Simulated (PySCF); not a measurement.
PySCF 2.14 output of an unrestricted r2SCAN calculation on a single atom or ion in aug-cc-pwCVDZ-PP with ECP60MDF, with a scalar-relativistic core potential:

```
SCF conv_tol = 1e-09
number electrons alpha = 13  beta = 10
    J. W. Furness, A. D. Kaplan, J. Ning, J. P. Perdew, and J. Sun.,  J. Phys. Chem. Lett. 11, 8208-8215 (2020)
    J. W. Furness, A. D. Kaplan, J. Ning, J. P. Perdew, and J. Sun.,  J. Phys. Chem. Lett. 11, 9248-9248 (2020)
    J. W. Furness, A. D. Kaplan, J. Ning, J. P. Perdew, and J. Sun.,  J. Phys. Chem. Lett. 11, 8208-8215 (2020)
    J. W. Furness, A. D. Kaplan, J. Ning, J. P. Perdew, and J. Sun.,  J. Phys. Chem. Lett. 11, 9248-9248 (2020)
cycle= 1 E= -214.714752753779  delta_E= -0.00715  |g|= 0.0119  |ddm|= 0.623
cycle= 2 E= -214.714799951271  delta_E= -4.72e-05  |g|= 0.0113  |ddm|= 0.0723
cycle= 3 E= -214.714836019161  delta_E= -3.61e-05  |g|= 0.000665  |ddm|= 0.0236
cycle= 4 E= -214.714836439137  delta_E= -4.2e-07  |g|= 0.000208  |ddm|= 0.00386
cycle= 5 E= -214.714836463707  delta_E= -2.46e-08  |g|= 7.11e-06  |ddm|= 0.00102
cycle= 6 E= -214.714836463745  delta_E= -3.72e-11  |g|= 4.01e-07  |ddm|= 4.1e-05
converged SCF energy = -214.714836463745  <S^2> = 3.754003  2S+1 = 4.002001
```

The run itself started from symmetry-adapted Hartree-Fock orbitals and held the occupation by maximum overlap, on a logarithmic radial grid, so the iterations belong to that start.

Q: Which element, charge and spin multiplicity is this?

A: Bi (bismuth, neutral), multiplicity 4; the state was [Xe] 4f14 5d10 6s2 6p3, high-spin 4S determinant.

Energies and moments cover only the electrons outside the core potential. Spin-orbit coupling, which splits the p, d and f shells strongly at this Z, is absent. Spin-orbit coupling is strong in this species (close to jj coupling), so the high-spin LS determinant is a model state, not a physical level.
